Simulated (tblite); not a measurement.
Species: C₅H₇N₂ (doublet state).
Numbering: `[CH3:1][c:2]1[c:3][n:4]([CH3:5])[n:6][cH:7]1` (hydrogens: H8, H9, H10 on C1; H11, H12, H13 on C5; H14 on C7)
Bond orders are those of one Lewis drawing.

Computed with GFN2-xTB (tblite), gas phase: L-BFGS steps from a force-field or distance-geometry start until the largest atomic force falls under 0.01 eV/Å.

Step 8: E = -544.3443 eV
```
atom  x, y, z in Å  |  force x, y, z in eV/Å
C1     -2.4454    0.3361   -0.2887    0.001  -0.004  -0.010
C2     -1.0228   -0.0139   -0.0214   -0.102  -0.022  -0.018
C3      0.1251    0.6510   -0.3980   -0.105  -0.011   0.019
N4      1.2015    0.0002    0.0404   -0.032   0.045  -0.023
C5      2.5658    0.3873   -0.1570   -0.012  -0.021   0.008
N6      0.8327   -1.1000    0.7000   -0.058   0.070  -0.025
C7     -0.4985   -1.1161    0.6705   -0.037   0.014  -0.020
H8     -2.6567    1.3589    0.0250    0.016  -0.052   0.015
H9     -2.6682    0.2643   -1.3548    0.035  -0.013   0.035
H10    -3.1089   -0.3426    0.2467    0.077   0.043  -0.011
H11     3.0188   -0.1853   -0.9697    0.022  -0.021   0.016
H12     3.1348    0.2205    0.7564    0.003  -0.029   0.011
H13     2.5721    1.4452   -0.4132    0.110   0.020  -0.007
H14    -1.0510   -1.9062    1.1415    0.083  -0.019   0.010
```

Step 9: E = -544.3459 eV
```
atom  x, y, z in Å  |  force x, y, z in eV/Å
C1     -2.4467    0.3369   -0.2897    0.039  -0.018   0.003
C2     -1.0251   -0.0140   -0.0228   -0.037  -0.043   0.013
C3      0.1224    0.6527   -0.3980   -0.074  -0.008   0.009
N4      1.2011    0.0034    0.0387   -0.067   0.030  -0.009
C5      2.5677    0.3875   -0.1569   -0.072  -0.028   0.012
N6      0.8320   -1.0966    0.6987   -0.051   0.054  -0.018
C7     -0.4993   -1.1157    0.6702   -0.030   0.012  -0.022
H8     -2.6566    1.3583    0.0253    0.003  -0.016   0.018
H9     -2.6678    0.2642   -1.3546    0.013  -0.011  -0.002
H10    -3.1058   -0.3423    0.2470    0.026   0.016   0.005
H11     3.0174   -0.1884   -0.9697    0.030  -0.001   0.031
H12     3.1328    0.2176    0.7590    0.001  -0.018  -0.019
H13     2.5735    1.4457   -0.4131    0.132   0.005  -0.004
H14    -1.0463   -1.9098    1.1437    0.088   0.025  -0.016
```

Step 10: E = -544.3474 eV
```
atom  x, y, z in Å  |  force x, y, z in eV/Å
C1     -2.4473    0.3374   -0.2906    0.044  -0.022   0.011
C2     -1.0281   -0.0148   -0.0240    0.024  -0.045   0.032
C3      0.1182    0.6543   -0.3979   -0.035   0.020  -0.018
N4      1.1991    0.0074    0.0368   -0.057   0.020   0.003
C5      2.5682    0.3872   -0.1567   -0.105  -0.018   0.009
N6      0.8305   -1.0923    0.6971   -0.030   0.024  -0.004
C7     -0.5006   -1.1151    0.6694   -0.003   0.006  -0.018
H8     -2.6564    1.3573    0.0259   -0.007   0.020   0.019
H9     -2.6672    0.2640   -1.3544   -0.009  -0.008  -0.038
H10    -3.1022   -0.3417    0.2475   -0.036  -0.021   0.024
H11     3.0165   -0.1915   -0.9689    0.024   0.013   0.045
H12     3.1307    0.2143    0.7612   -0.012  -0.010  -0.042
H13     2.5777    1.4460   -0.4130    0.137  -0.018   0.002
H14    -1.0398   -1.9130    1.1456    0.064   0.037  -0.025
```

Question: Estimate the geometry and energy of step 11. (The exact step hangs on the optimiser's Hessian estimate; all steps are aligned on step 10, rigid shifts and turns removed.)

Answer: E = -544.3488 eV, largest force 0.127 eV/Å
```
atom  x, y, z in Å  |  force x, y, z in eV/Å
C1     -2.4473    0.3375   -0.2913    0.011  -0.021   0.014
C2     -1.0306   -0.0160   -0.0247    0.057  -0.018   0.028
C3      0.1137    0.6563   -0.3982    0.008   0.035  -0.033
N4      1.1964    0.0114    0.0352   -0.046   0.019   0.007
C5      2.5669    0.3867   -0.1563   -0.079  -0.001   0.002
N6      0.8287   -1.0880    0.6956    0.013   0.001   0.005
C7     -0.5017   -1.1145    0.6684    0.020  -0.006  -0.006
H8     -2.6563    1.3566    0.0266   -0.009   0.036   0.014
H9     -2.6668    0.2637   -1.3547   -0.021  -0.005  -0.048
H10    -3.0994   -0.3414    0.2482   -0.077  -0.042   0.031
H11     3.0159   -0.1941   -0.9673    0.009   0.018   0.049
H12     3.1282    0.2110    0.7624   -0.029  -0.006  -0.050
H13     2.5841    1.4458   -0.4129    0.122  -0.033   0.006
H14    -1.0325   -1.9153    1.1470    0.023   0.024  -0.019
```

The energy changes by -0.0014 eV. The first-order estimate −F·Δx gives -0.0019 eV and the mean of the old and new forces, exact on a quadratic surface, -0.0014 eV. The step makes an angle of 59° with the force vector and moves no atom by more than 0.008 Å.

The cost below is that of the whole relaxation. Time: 0.18 s wall. Hardware: an Intel Xeon 6975P-C with one thread, shared host with 192 logical CPUs at a one-minute load of 86.
